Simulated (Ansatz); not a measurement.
`[OH][GaH][OH]` → `[OH][Ga][OH]`• + H•  (homolysis of the Ga–H bond)

Program: Ansatz. Geometries: PBE0-D4/def2-TZVP. ΔE: electronic, gas phase. CBS: MP2 limit from def2 TZ/QZ plus the TZ coupled-cluster correction, frozen cores. This one scheme is used for every species, atoms too. DFT in def2-TZVPP. HSE06 is defined as in plane-wave codes. Open shells (•) are unrestricted, without spin–orbit coupling. For Ga outer-core shells are correlated without core-valence functions, so the limit isn't a true one: a few kJ/mol of doubt a bond, and 10 to 20 or more in all where bonds break to atoms. Scalar relativity is left out up to krypton. Each species was taken in one conformer, which may not be the lowest.

| level | ΔE (kJ/mol) | difference from CCSD(T)/CBS |
| --- | --- | --- |
| revPBE-D4 | 329.1 | -38.7 |
| BHLYP-D4 | 352.9 | -14.9 |
| HSE06 | 339.1 | -28.7 |
| CAM-B3LYP | 354.6 | -13.2 |
| HF/def2-TZVPP | 274.4 | -93.4 |
| MP2/def2-TZVPP | 345.7 | -22.1 |
| CCSD(T)/def2-TZVPP | 357.4 | -10.4 |
| HF/def2-QZVPP | 274.5 | -93.3 |
| MP2/def2-QZVPP | 351.7 | -16.1 |
| MP2/CBS(def2) | 356.1 | -11.7 |
| CCSD(T)/CBS | 367.8 | 0 |

Largest T1 diagnostic among the species: 0.017.

From r2SCAN to r2SCAN0 (25 % exact exchange), in def2-TZVPP and without D4, ΔE moves by +3.2 kJ/mol. In def2-TZVPP, CCSD(T) changes the Hartree–Fock value by +83.0 kJ/mol (the triples alone add −0.6 kJ/mol) and MP2 by +71.3 kJ/mol; breaking electron pairs costs correlation energy, which Hartree–Fock lacks.
